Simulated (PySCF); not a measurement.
**How methods differ on the excitation energy of As**

As [Ar] 3d10 4s2 4p3 (4S) → As [Ar] 3d10 4s2 4p2 4d1 (high-spin determinant), as a difference of total energies. Calculation: PySCF 2.14, in dyall-av3z (24s17p11d2f, 144 functions); scalar relativity by spin-free X2C-1e. Correlated levels: valence: [Ar] 3d10 frozen; virtual orbitals above 40 to 60 times the deepest correlated orbital energy dropped. The calculations carry no spin-orbit coupling.

```
           method  excitation energy (eV)
              UHF                   8.642
              LDA                   8.332
              PBE                   8.181
             PBE0                   8.407
           r2SCAN                   8.649
    MP2 (valence)                   8.760
SCS-MP2 (valence)                   8.710
```

**Question.** How much does correlation contribute at MP2 (valence)?

**Answer.** 8.760 − (8.642) = 0.118 eV, measured against UHF.

A first-order spin-orbit estimate (lowest level to lowest level, LS coupling) adds -0.119 eV.

The promoted electron is Rydberg-like, and one or two diffuse shells describe it only roughly, which tends to raise the upper state.

In the upper state the promoted electron has a positive orbital energy at LDA, PBE, r2SCAN, so the basis confines it.

The determinant of the upper state mixes LS terms, which raises its energy above the lowest term, most at the Hartree-Fock and MP2 levels.
